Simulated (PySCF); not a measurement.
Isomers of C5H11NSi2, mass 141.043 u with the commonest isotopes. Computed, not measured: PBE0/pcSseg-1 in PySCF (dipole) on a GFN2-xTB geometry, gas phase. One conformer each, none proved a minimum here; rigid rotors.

Task: Order these by dipole moment, largest first.
A. `[CH3:1][CH2:2][Si@@H:3]1[CH2:4][SiH2:5][C@@H:6]1[C:7]#[N:8]` with C1–C2–Si3–C4 46°, C2–Si3–C4–Si5 -106°, Si3–C4–Si5–C6 -9°, C4–Si5–C6–C7 131°, C2–Si3–C6–Si5 106°
B. `[H]/[N:1]=[C:2](\[CH2:3][SiH3:4])[CH2:5][C:6]#[C:7][SiH3:8]` with N1–C2–C3–Si4 -92°, N1–C2–C5–C6 -122°
C. `[N:1]#[C:2][CH2:3]/[CH:4]=[CH:5]\[CH2:6][SiH2:7][SiH3:8]` with C2–C3–C4–C5 -85°, C4–C5–C6–Si7 -91°, C5–C6–Si7–Si8 -55°

Result: A (4.53 D), C (3.77 D), B (2.11 D).

Task: Order these by rotational constant C, largest first.
A. `[CH3:1][CH2:2][Si@@H:3]1[CH2:4][SiH2:5][C@@H:6]1[C:7]#[N:8]` with C1–C2–Si3–C4 46°, C2–Si3–C4–Si5 -106°, Si3–C4–Si5–C6 -9°, C4–Si5–C6–C7 131°, C2–Si3–C6–Si5 106°
B. `[H]/[N:1]=[C:2](\[CH2:3][SiH3:4])[CH2:5][C:6]#[C:7][SiH3:8]` with N1–C2–C3–Si4 -92°, N1–C2–C5–C6 -122°
C. `[N:1]#[C:2][CH2:3]/[CH:4]=[CH:5]\[CH2:6][SiH2:7][SiH3:8]` with C2–C3–C4–C5 -85°, C4–C5–C6–Si7 -91°, C5–C6–Si7–Si8 -55°

Result: A (979.2 MHz), C (526.9 MHz), B (484.5 MHz).

Task: Order these by rotational constant A, largest first.
A. `[CH3:1][CH2:2][Si@@H:3]1[CH2:4][SiH2:5][C@@H:6]1[C:7]#[N:8]` with C1–C2–Si3–C4 46°, C2–Si3–C4–Si5 -106°, Si3–C4–Si5–C6 -9°, C4–Si5–C6–C7 131°, C2–Si3–C6–Si5 106°
B. `[N:1]#[C:2][CH2:3]/[CH:4]=[CH:5]\[CH2:6][SiH2:7][SiH3:8]` with C2–C3–C4–C5 -85°, C4–C5–C6–Si7 -91°, C5–C6–Si7–Si8 -55°
C. `[H]/[N:1]=[C:2](\[CH2:3][SiH3:4])[CH2:5][C:6]#[C:7][SiH3:8]` with N1–C2–C3–Si4 -92°, N1–C2–C5–C6 -122°

Result: B (3529 MHz), C (2402 MHz), A (1510 MHz).

```json
{"SMILES": "CC[Si@@H]1C[SiH2][C@@H]1C#N", "point group": "C1", "Ia (u·Å²)": "334.66", "Ib (u·Å²)": "353.49", "Ic (u·Å²)": "516.12", "κ": "0.70", "μa (D)": "1.44", "μb (D)": "4.26", "μc (D)": "0.58"}
{"SMILES": "[H]/N=C(\\C[SiH3])CC#C[SiH3]", "point group": "C1", "Ia (u·Å²)": "210.44", "Ib (u·Å²)": "927.75", "Ic (u·Å²)": "1043.08", "κ": "-0.94", "μa (D)": "0.74", "μb (D)": "1.91", "μc (D)": "0.50"}
{"SMILES": "N#CC/C=C\\C[SiH2][SiH3]", "point group": "C1", "Ia (u·Å²)": "143.20", "Ib (u·Å²)": "914.88", "Ic (u·Å²)": "959.08", "κ": "-0.98", "μa (D)": "3.33", "μb (D)": "1.01", "μc (D)": "1.45"}
```
